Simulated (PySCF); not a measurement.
Shapes and spin states of MnOCl₂

Method: PBE0/[Mn def2-SVP, O def2-SVP, Cl def2-SVP], no relativity, density fitting, PySCF.

Relaxations began from a few typed shapes and spin states; open shells are unrestricted. The search is not exhaustive: other isomers or separated fragments can lie lower, and high-lying points may rest on an excited occupation.

Q: Order these stationary points by electronic energy, lowest first, in kJ/mol from the lowest minimum.
A. broken-symmetry Ms = 1/2 (⟨S²⟩ 1.51) Cs: Mn–Cl 2.106 Å (×2), Mn–O 1.512 Å; Cl–Mn–Cl 121.8°, Cl–Mn–O 119.1° (×2)
B. quartet (⟨S²⟩ 3.98) C2v: Mn–Cl 2.131 Å (×2), Mn–O 1.558 Å; Cl–Mn–Cl 126.1°, Cl–Mn–O 117.0° (×2)
C. broken-symmetry Ms = 1/2 (⟨S²⟩ 1.84) C2v: Mn–Cl 2.115 Å (×2), Mn–O 1.543 Å; Cl–Mn–Cl 125.1°, Cl–Mn–O 117.5° (×2)

A: B (0.0), A (79.3), C (92.8).

Q: Which of them are minima?

A: By energy in kJ/mol, 0.0: minimum; 79.3: minimum; 92.8: minimum.

Formally Mn is in oxidation state +4, d3, with 3 unpaired electrons (the high-spin count). The Mulliken spin on Mn is 3.38. The polar-tensor charge on Mn, 1.30, is far below the formal one.

For the lowest minimum: the determinant is spin-contaminated (⟨S²⟩ = 3.98, pure value 3.75). Open d and f shells are described by one determinant, and the ground state may have another occupation or spin.
